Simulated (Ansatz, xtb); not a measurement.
# AlFH3NSi: which of two conformers lies lower

Structure X is `[F][AlH][NH][SiH]`, a singlet and structure Y is `[F][AlH][NH][SiH]`, a singlet. Both are isolated molecules in the gas phase, relaxed with B3LYP/6-31G*.

X (Å):

```csv
atom,x (Å),y (Å),z (Å)
Al,0.5670,1.1388,0.4319
F,1.3492,2.4487,-0.2200
N,0.7156,-0.4319,-0.4585
Si,0.0144,-1.9665,-0.0185
H,-0.6610,-1.4228,1.2532
H,-0.2513,1.3019,1.7598
H,1.2661,-0.4474,-1.3153
```

Y (Å):

```csv
atom,x (Å),y (Å),z (Å)
Al,-0.8541,1.4249,-0.2131
F,-1.8176,0.5177,0.7857
N,0.6121,0.6094,-0.8943
Si,1.7580,1.3797,-1.9645
H,-1.2289,2.9157,-0.5288
H,0.7712,-0.3620,-0.6309
H,2.6796,0.1577,-2.1216
```

Problem. Estimate E(Y) − E(X) at the level CCSD(T)/def2-TZVP.

Solution. Calculated at CCSD(T)/def2-TZVP: E(Y) − E(X) = +0.074 eV, so structure X lies lower.

The same difference at several levels:

```csv
level,geometry,E(Y) − E(X) (eV),departure from the last row (eV),"job, with rough time for the two"
B3LYP/6-31G*,B3LYP/6-31G*,+0.071,−0.002,"optimisation, 2.8 min"
HF/def2-TZVP,B3LYP/6-31G*,+0.060,−0.014,part of the CCSD(T) run
MP2/def2-TZVP,B3LYP/6-31G*,+0.073,−0.001,part of the CCSD(T) run
CCSD(T)/def2-TZVP,B3LYP/6-31G*,+0.074,,"single point, 2.3 min"
```

The levels shown agree on the order. The largest departure from CCSD(T)/def2-TZVP is that of HF/def2-TZVP, 0.014 eV. Levels run at GFN2-xTB geometries aren't shown.

With harmonic frequencies from B3LYP/6-31G* (ideal gas, rigid rotor, one conformer each, 298.15 K, 1 atm): the zero-point term adds −0.009 eV; ΔH is +0.065 and ΔG +0.068 eV.

The correlated steps freeze 12 core orbitals. Codes used: Ansatz 0.2.0; the last row on 1 thread of AMD EPYC (Zen 3) on a shared host.
